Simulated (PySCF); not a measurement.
C₂H₉NSi₃, SMILES [SiH3][Si@H]1CN=C[SiH2]1.

Coordinates come from a B3LYP-D3(BJ)/def2-SVP optimisation. The structure was generated by enumeration; whether it is a known compound was not checked. The values are those of a single conformer.

Two levels are set side by side: TDA-PBE/def2-SVPD (PySCF) and TDA-CAM-B3LYP/def2-SVPD (PySCF). Vertical, same geometry. The lowest singlet is HOMO→LUMO 99 % with PBE and HOMO→LUMO 91 % with the other functional; states are paired by order. Differences are taken from unrounded values.

```tsv
quantity	TDA-CAM-B3LYP	TDA-PBE	TDA-PBE minus TDA-CAM-B3LYP
lowest singlet excitation (eV)	4.04	3.71	-0.33
lowest triplet excitation (TDA) (eV)	3.26	3.03	-0.23
first bright state (f over 0.05) (eV)	6.31	5.36	-0.95
its oscillator strength	0.06	0.07	0.02
```

A lower first singlet is the usual sign of a functional without exact exchange. Differences between two approximate levels are no errors against the true value.

Rough cost on one machine, each run with all the roots and properties that it gave: TDA-CAM-B3LYP against TDA-PBE about 5 times.
